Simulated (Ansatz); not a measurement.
Sn₃Bi₂. Charge 0, multiplicity 1. Geometry PBE-D4/def2-SVP.

```
atom   x (Å)   y (Å)   z (Å)
 Bi1   1.291  -1.593   1.074
 Bi2  -1.558  -0.617   0.818
 Sn3  -1.165   1.645  -1.141
 Sn4   0.469  -0.771  -1.641
 Sn5   0.963   1.336   0.890
```

In the def2 sets Bi, Sn take a core potential; there is no spin–orbit coupling. B3LYP takes the VWN-RPA correlation. Another isomer (singlet) lies 0.21 eV lower at PBE0-D4/def2-TZVP; other spin states weren't run for this one.

Estimate the orbital energies around the gap (eV) in Ansatz with PBE-D4/def2-TZVP, r2SCAN-D4/def2-TZVP, B3LYP-D4/def2-TZVP, PBE0-D4/def2-TZVP, ωB97M-V/def2-TZVP.


```
orbital  PBE-D4/def2-TZVP  r2SCAN-D4/def2-TZVP  B3LYP-D4/def2-TZVP  PBE0-D4/def2-TZVP  ωB97M-V/def2-TZVP
 HOMO−9            -13.78               -14.24              -14.94             -15.23             -17.76
 HOMO−8            -11.71               -12.14              -12.86             -13.12             -15.75
 HOMO−7            -10.24               -10.60              -11.29             -11.49             -14.05
 HOMO−6             -9.43                -9.72              -10.35             -10.51             -12.82
 HOMO−5             -6.28                -6.55               -6.86              -7.08              -8.79
 HOMO−4             -5.81                -6.06               -6.37              -6.59              -8.29
 HOMO−3             -5.65                -5.88               -6.18              -6.39              -8.02
 HOMO−2             -5.25                -5.47               -5.81              -6.00              -7.68
 HOMO−1             -5.22                -5.43               -5.75              -5.93              -7.56
   HOMO             -4.90                -5.10               -5.42              -5.61              -7.24
   LUMO             -3.17                -3.20               -2.80              -2.69              -1.28
 LUMO+1             -2.80                -2.78               -2.37              -2.26              -0.76
 LUMO+2             -2.12                -1.95               -1.72              -1.52              -0.09
 LUMO+3             -1.86                -1.78               -1.43              -1.25               0.23
 LUMO+4             -1.59                -1.35               -1.19              -0.98               0.37
 LUMO+5             -1.53                -1.32               -1.11              -0.93               0.44
```
